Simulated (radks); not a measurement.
The numbers below are computed, except where a source is named.
Fractional charge and spin in the 6s shell of thulium: the spin-up occupation runs from 0 to 1 and the spin-down occupation from 0 to 1; the fullest corner is Tm, [Xe] 4f(up 6.5, down 6.5) 6s(up 1, down 1). Code: a radial shooting solver on a logarithmic mesh with Libxc functionals. Model: scalar-relativistic Kohn-Sham, r2SCAN, spin-polarised, spherical densities, finite nucleus; meta-GGA in the generalised Kohn-Sham scheme; Fermi nuclear charge, rms radius of each element as measured or else 0.836 A^(1/3) + 0.57 fm. Energy (eV) above the fullest corner. The planes named below are the two flat planes that join the four corners, with an edge along up + down = one added electron.

\begin{tabular}{lrrr}
down \ up & 0 & 0.5 & 1 \\ \hline
0 & 18.046 & 11.481 & 6.036 \\
0.5 & 11.481 & 6.461 & 2.514 \\
1 & 6.036 & 2.514 & 0.000 \\
\end{tabular}

Corners above the fullest one (they belong to Tm+ and the next ion): (up 1, down 0) 6.036 eV, (up 0, down 1) 6.036 eV, (up 0, down 0) 18.046 eV. With half an added electron in each spin the energy lies 0.425 eV from the planes, and with half an added electron in spin up alone -0.560 eV. The planes are only a guide here: the flat-plane condition holds for ground states with one frontier orbital, while this shell lies below other occupied shells, so the corners above the fullest one are inner-hole states and not the ground states of those ions.
